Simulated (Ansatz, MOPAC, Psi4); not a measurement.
Process, species as SMILES: CN[SiH3] [N-silylmethanamine] → C[N][SiH3] + H atom (the H-N bond breaks)

Property: bond dissociation energy (enthalpy at 298 K), in kcal/mol. Conventions: non-relativistic; spin-orbit terms left out; six Cartesian d functions in 6-31G* and its kin unless marked 5d; frozen cores in correlated levels; open shells spin-unrestricted; 6-311+G** with 5d, 6d on Na to Ar in Ansatz (a program for electronic structure); dispersion terms only where a functional's name holds one. Basis-set limits of correlation are two-point, X^-3; Hartree-Fock from the larger set. First-principles rows: single points at B3LYP-D3(BJ) geometries (Ansatz), with unscaled harmonic terms from B3LYP/6-31G* (Ansatz) at its own minima. Semi-empirical rows: MOPAC heats of formation at their own minima for 298 K.

Coupled cluster (Ansatz) is a level with limits of its own, used here on species with T1 under 0.025 (0.045 for open shells) and stable references: CCSD(T)/CBS(aug-cc-pV(T+d)Z,aug-cc-pV(Q+d)Z).

Value to compare with, CCSD(T)/CBS(aug-cc-pV(T+d)Z,aug-cc-pV(Q+d)Z) (Ansatz): 104.2 kcal/mol.

| level | program | bond dissociation energy (enthalpy at 298 K) (kcal/mol) | difference |
|---|---|---|---|
| PM3 | MOPAC | 78.8 | -25.4 |
| HF/STO-3G | Ansatz | 86.9 | -17.3 |
| HF/6-311+G** | Ansatz | 75.3 | -28.9 |
| PBE/STO-3G | Ansatz | 112.0 | 7.8 |
| PBE/3-21G | Ansatz | 100.5 | -3.7 |
| B3LYP/3-21G | Ansatz | 101.7 | -2.5 |
| B3LYP/6-31G | Ansatz | 100.2 | -4.0 |
| B3LYP/6-31G* | Ansatz | 96.8 | -7.4 |
| B3LYP/6-31G** | Ansatz | 99.0 | -5.2 |
| wB97X-D/6-31G* | Psi4 | 99.3 | -4.9 |
| MP2/STO-3G | Ansatz | 97.7 | -6.5 |
| MP2/3-21G | Ansatz | 95.6 | -8.6 |
| MP2/6-311+G** | Ansatz | 103.0 | -1.2 |
| PBE/def2-TZVPD | Ansatz | 97.0 | -7.2 |
| B3LYP/def2-TZVPD | Ansatz | 98.7 | -5.5 |
| B3LYP-D3(BJ)/def2-TZVPD | Ansatz + dftd3 | 99.5 | -4.7 |

Among the 13 habitual levels, HF/6-311+G** lies farthest from CCSD(T)/CBS(aug-cc-pV(T+d)Z,aug-cc-pV(Q+d)Z) (Ansatz) (-28.9 kcal/mol) and MP2/6-311+G** nearest (-1.2); 1 of 13 lie above it, and their mean absolute difference is 9.5 kcal/mol, the median 6.5. One case shows no general order.

The levels are drawn from those run, B3LYP/6-31G* more often than the rest, none by its result; left out are runs that failed, that the program found above a lower state of the same kind, or whose <S^2> lies over 0.5 above the pure value.
